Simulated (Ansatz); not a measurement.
Energy profile

The step: CH₅MgN ([CH3][Mg][NH2]) + H₂ → CH₄Mg ([CH3][MgH]) + NH₃ (still joined by a long Mg–N bond); bonds formed: Mg1–H5, N2–H4; bonds broken: H4–H5; bonds weakened to dative contacts: Mg1–N2 (atoms numbered as in the saddle structure below).

```json
{"atom": "Mg1", "x (Å)": "-0.0550", "y (Å)": "0.0959", "z (Å)": "0.0811"}
{"atom": "N2", "x (Å)": "1.9460", "y (Å)": "-0.0694", "z (Å)": "0.2230"}
{"atom": "C3", "x (Å)": "-1.9389", "y (Å)": "-0.3973", "z (Å)": "-0.6474"}
{"atom": "H4", "x (Å)": "1.3554", "y (Å)": "0.9241", "z (Å)": "1.0465"}
{"atom": "H5", "x (Å)": "0.5849", "y (Å)": "1.4281", "z (Å)": "1.3942"}
{"atom": "H6", "x (Å)": "2.4293", "y (Å)": "-0.7982", "z (Å)": "0.7354"}
{"atom": "H7", "x (Å)": "2.6039", "y (Å)": "0.2956", "z (Å)": "-0.4560"}
{"atom": "H8", "x (Å)": "-2.7367", "y (Å)": "-0.0455", "z (Å)": "0.0147"}
{"atom": "H9", "x (Å)": "-2.1237", "y (Å)": "0.0464", "z (Å)": "-1.6320"}
{"atom": "H10", "x (Å)": "-2.0653", "y (Å)": "-1.4795", "z (Å)": "-0.7598"}
```

Electronic energies by CCSD(T) at an estimated basis limit (MP2 extrapolated from triple and quadruple zeta, plus CCSD(T) − MP2 in triple zeta), on PBE0-D4/def2-TZVP structures; CH7MgN, singlet; no counterpoise correction. Computed with Ansatz 0.2.0 (basis: def2-TZVPP and def2-QZVPP); correlated methods freeze the cores. The outer core shell of Li, Na, Mg and K is correlated. The def2 sets are not built for correlating such inner shells, so the correlated values are less sure here. Extrapolation: Hartree–Fock as exp(−7.88 √X), correlation as X^−2.97.

(1) Give the profile in kcal/mol, counted from the separated reactants. (To be estimated.)

No T1 diagnostic of these runs exceeds 0.011.

Results:

(1) Computed:
```tsv
point	kcal/mol
separated: CH5MgN (linked as [CH3][Mg][NH2]; Mg1, N2, C3, H6, H7, H8, H9, H10; singlet) + H2 (H4, H5; singlet)	0.00
start structure	-2.18
saddle	13.75
end structure	-8.48
separated: CH4Mg (linked as [CH3][MgH]; Mg1, C3, H5, H8, H9, H10; singlet) + NH3 (N2, H4, H6, H7; singlet)	10.47
```

For scale, one of the runs: CCSD(T)/def2-TZVPP, 192 basis functions, launched by `ansatz run in.yaml --threads 2 --pin off --events-out ev --progress --plain --max-ram 4352MiB`. Hardware: 2 CPU threads of an Intel Xeon Platinum 8375C, shared host. Wall time 61 s; peak host memory 2.4 GiB.
